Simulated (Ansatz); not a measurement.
C$_{4}$H$_{10}$O$_{2}$, singlet, geometry from GFN2-xTB; MP2/6-31G* run with Ansatz (a first-principles code).

The Ansatz input:
Ansatz 0.2 input:
```yaml
crystal:
  periodic: [false, false, false]
  atoms:
    - {symbol: C, position_ang: [2.54950472, 0.54334797, -0.24605806]}
    - {symbol: O, position_ang: [1.38345909, -0.09997987, 0.19559518]}
    - {symbol: C, position_ang: [0.23988357, 0.24045846, -0.55972664]}
    - {symbol: C, position_ang: [-0.95499430, -0.50342354, 0.04806535]}
    - {symbol: C, position_ang: [-2.24478646, -0.19004403, -0.69843881]}
    - {symbol: O, position_ang: [-1.11983341, -0.13106068, 1.39642165]}
    - {symbol: H, position_ang: [2.45241018, 1.63403526, -0.17660422]}
    - {symbol: H, position_ang: [3.35582024, 0.20771282, 0.40294336]}
    - {symbol: H, position_ang: [2.78045923, 0.27681584, -1.28466438]}
    - {symbol: H, position_ang: [0.06530137, 1.32623464, -0.51216537]}
    - {symbol: H, position_ang: [0.37389487, -0.04723821, -1.61269568]}
    - {symbol: H, position_ang: [-0.74305430, -1.58420892, -0.01046806]}
    - {symbol: H, position_ang: [-2.44188471, 0.87797047, -0.66031259]}
    - {symbol: H, position_ang: [-2.17127461, -0.50778994, -1.73444189]}
    - {symbol: H, position_ang: [-3.06987896, -0.70923108, -0.22025609]}
    - {symbol: H, position_ang: [-0.24844409, -0.16800953, 1.80947925]}
basis:
  gaussian:
    orbitals: 6-31G*
magnetization: {spin_polarized: false}
correlation: {method: mp2, electrons: outside_noble_gas}
accuracy: high
```

It wrote (shortened):

```
Functional definition: HF
2699 factors; integrals over basis functions are off by at most 7.6e-9 eV
mean field evaluation 1: about -8350.2118 eV, gradient 3.9e1 eV
mean field evaluation 2: about -8350.2125 eV, gradient 3.9e1 eV
mean field evaluation 4: about -8353.6633 eV, gradient 4.7e0 eV
mean field evaluation 8: about -8353.7148 eV, gradient 9.4e-5 eV
mean field -8353.71475783 eV, -306.9933549992 hartree, gradient 1.8e-8 eV, S^2 0.000000; 0 other end points of the search recorded, 0 dependent functions left out
6 core orbitals not correlated
reference -8353.71475783 eV, -306.9933549992 hartree; 19, 19 occupied and 85, 85 virtual orbitals, 2699 factors
second order -23.91663108 eV of doubles, -0.00000000 eV of singles
Total energy: -8377.63138891 eV, -307.8722749801 hartree
```
